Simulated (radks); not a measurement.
All-electron atom: Hf VI in [Xe] 4f13. Calculated with a radial shooting solver on a logarithmic mesh with Libxc functionals: Dirac Kohn-Sham, PBE, spin-unpolarised, spherical densities, finite nucleus; open shells fill j = l - 1/2 first; Fermi nuclear charge, rms radius 5.347 fm.

Normalised radial functions P(r) = r R(r) (large component), r in bohr:

r            4d5/2    5s1/2    5p3/2
0.0007966   0.0000   0.0506   0.0006
0.001208    0.0000   0.0697   0.0014
0.001831    0.0001   0.0943   0.0030
0.002753    0.0002   0.1234   0.0064
0.004173    0.0006   0.1550   0.0136
0.006326    0.0020   0.1802   0.0281
0.009589    0.0063   0.1822   0.0556
0.01442     0.0189   0.1358   0.1017
0.02186     0.0543   0.0148   0.1700
0.03314     0.1434  -0.1658   0.2386
0.04983     0.3280  -0.2895   0.2397
0.07554     0.6276  -0.1599   0.0739
0.1145      0.8724   0.2446  -0.2371
0.1736      0.6169   0.3883  -0.3370
0.261      -0.3767  -0.1927   0.1069
0.3957     -1.3949  -0.6013   0.5377
0.5998     -1.3379   0.2276   0.0225
0.902      -0.6010   1.0936  -0.8502
1.367      -0.1172   0.8503  -0.9534
2.073      -0.0076   0.2374  -0.4096
3.142      -0.0001   0.0197  -0.0620

4d5/2: eigenvalue -267.90 eV, 1 radial node at r = 0.229 bohr, <r> = 0.538 bohr, 90 % of the charge inside 0.807 bohr. 5s1/2: eigenvalue -127.17 eV, 4 radial nodes at r = 0.0227, 0.0905, 0.235, 0.553 bohr, <r> = 1.10 bohr, 90 % of the charge inside 1.58 bohr. 5p3/2: eigenvalue -91.254 eV, 3 radial nodes at r = 0.0841, 0.243, 0.606 bohr, <r> = 1.29 bohr, 90 % of the charge inside 1.86 bohr.
